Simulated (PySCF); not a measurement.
Geometries of 3 isomers of C3H9GeNSi, from PySCF, PBE0-D3(BJ)/def2-SVP geometry optimisation, gas phase. One conformer each, no zero-point energy, no frequencies.

Question: Which is lowest in electronic energy at this level?
A.
```xyz
15
angstrom
C      1.989    1.004   -0.365
Si     1.229   -0.697   -0.569
C     -0.336   -0.913    0.472
Ge    -1.890    0.108   -0.092
C     -1.480    1.988    0.106
N     -1.200    3.107    0.227
H      2.901    1.087   -0.976
H      1.297    1.803   -0.670
H      2.266    1.182    0.685
H      0.873   -0.947   -2.003
H      2.208   -1.750   -0.152
H     -0.125   -0.661    1.525
H     -0.630   -1.976    0.450
H     -2.219   -0.092   -1.578
H     -3.127   -0.142    0.783
```
B.
```xyz
15
angstrom
C     -2.569   -1.486   -0.021
Si    -1.526    0.025    0.326
N     -1.976    1.290   -0.768
C      0.252   -0.487    0.201
C      1.424   -0.830    0.101
Ge     3.237   -1.378   -0.038
H     -2.374   -1.860   -1.038
H     -2.330   -2.296    0.684
H     -3.639   -1.246    0.065
H     -1.721    0.554    1.708
H     -1.591    2.216   -0.613
H     -1.975    1.082   -1.762
H      3.999   -0.912    1.212
H      3.857   -0.748   -1.295
H      3.289   -2.911   -0.142
```
C.
```xyz
15
angstrom
N      2.190    2.058   -0.612
C      1.957    1.154    0.074
C      1.609    0.000    0.875
Si     0.579   -1.256   -0.138
C     -0.800   -0.365   -1.032
Ge    -2.000    0.680    0.114
H      2.524   -0.491    1.246
H      1.031    0.325    1.755
H      0.049   -2.261    0.833
H      1.503   -1.940   -1.092
H     -1.404   -1.098   -1.592
H     -0.353    0.322   -1.770
H     -2.596   -0.231    1.206
H     -3.142    1.279   -0.725
H     -1.214    1.816    0.792
```

Answer: A. That is `[SiH2](C)[CH2][GeH2][C]#N`, 5.5 kcal/mol below the next.

```csv
SMILES,atoms numbered as above,E (Eh),relative (kcal/mol),relative (kJ/mol),dipole (D)
C[SiH2][CH2][GeH2][C]#N,[CH3:1][SiH2:2][CH2:3][GeH2:4][C:5]#[N:6],-2539.91620,0.0,0.0,3.40
N#CC[SiH2][CH2][GeH3],[N:1]#[C:2][CH2:3][SiH2:4][CH2:5][GeH3:6],-2539.90750,5.5,22.9,3.38
C[Si@H](N)C#[C][GeH3],[CH3:1][Si@H:2]([NH2:3])[C:4]#[C:5][GeH3:6],-2539.89610,12.6,52.8,1.15
```

As drawn, the lowest has a C≡N group, which the highest lacks; the highest has a C≡C bond and an N–H bond, which the lowest lacks.
